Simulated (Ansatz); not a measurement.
Frontier orbitals of CH₆SeSi (`[SiH3]C[SeH]`).

The species carries charge 0 and has multiplicity 1. Correlated methods include outer-core shells of Se, which these sets cover unevenly. Scalar relativity is left out up to krypton. The structure was optimised at the PBE0-D4/def2-TZVP level. It is one conformer, not always the lowest. Basis def2-TZVPP, Ansatz.

Orbital energies of one run (eV). Highest occupied ones, from the top: -5.30, -7.52, -8.22, -8.23, -9.20, -9.42, -10.84, -12.88, -15.75, -18.76, -53.36, -53.40, -53.47, -53.67. Empty: -1.05, -0.19, 0.43, 0.69, 0.78, 1.20.

Question: Which functional gave them?
A. r2SCANh
B. BLYP
C. ωB97X-V
D. r2SCAN0

Answer: B. HOMO energies: BLYP -5.30, ωB97X-V -8.92, r2SCAN0 -6.77, r2SCANh -6.13 eV.
